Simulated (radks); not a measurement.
Species: La II. Configuration: [Xe] 5d2.

Method: scalar-relativistic Kohn-Sham, LDA (Slater exchange, VWN5 correlation), spin-polarised, spherical densities, point nucleus; open shells are filled with parallel spins first (spin-orbit coupling, left out, can overturn this in heavy ions); hard spherical wall at 7 bohr; computed with a radial shooting solver on a logarithmic mesh with Libxc functionals.

Energy parts (eV):
part                      energy
total                 -230934.15
kinetic                244224.75
electron-nucleus      -558858.12
Hartree                 89050.66
exchange-correlation    -5351.43

Orbitals (lengths in bohr, moments of r in powers of bohr; r(max) is where P^2 peaks):
orbital  occ.  eigenvalue (eV)   <1/r>      <r^2>   r(max)
1s down     1        -38715.60   61.96  0.0008550  0.01609
1s up       1        -38715.60   61.96  0.0008550  0.01609
2s up       1        -6167.006   14.27    0.01364  0.09102
2s down     1        -6166.953   14.27    0.01364  0.09102
2p up       3        -5530.376   13.55    0.01085  0.07314
2p down     3        -5530.334   13.55    0.01085  0.07314
3s up       1        -1321.230   5.163    0.09318   0.2607
3s down     1        -1321.197   5.163    0.09318   0.2607
3p up       3        -1117.920   4.896    0.09316   0.2550
3p down     3        -1117.886   4.896    0.09315   0.2550
3d up       5        -825.0248   4.645    0.07981   0.2100
3d down     5        -824.9783   4.645    0.07981   0.2100
4s up       1        -269.1801   2.153     0.4835   0.6082
4s down     1        -269.0962   2.153     0.4835   0.6083
4p up       3        -203.0039   1.985     0.5470   0.6353
4p down     3        -202.9225   1.985     0.5470   0.6354
4d up       5        -107.2309   1.725     0.6848   0.6718
4d down     5        -107.1387   1.725     0.6841   0.6718
5s up       1         -42.8100  0.8487      2.748    1.408
5s down     1         -42.2474  0.8539      2.718    1.403
5p up       3         -26.4282  0.7194      3.765    1.592
5p down     3         -25.6816  0.7258      3.709    1.583
4f up       0          -8.1597   1.131      1.931   0.7469
4f down     0          -7.8531   1.146      1.832   0.7453
5d up       2          -7.3787  0.4612      8.722    2.264
6s up       0          -7.3258  0.3400      14.80    3.534
6s down     0          -6.4062  0.3343      15.13    3.572
5d down     0          -6.3615  0.4624      8.797    2.238
6p up       0          -3.4595  0.3131      17.67    4.092
6p down     0          -2.6879  0.3069      18.04    4.149

The highest occupied level is 5d up at -7.379 eV. The configuration is held as typed, so some empty levels lie below it. The pressure on the wall is 0.447 GPa. Spin moment in Bohr magnetons: 2. Summed over all electrons, <r^2> = 58.07 bohr^2, which gives a Langevin (diamagnetic) susceptibility term of -46 x 10^-6 cm^3/mol. The density falls to 0.001 e/bohr^3 at r = 4.39 bohr.
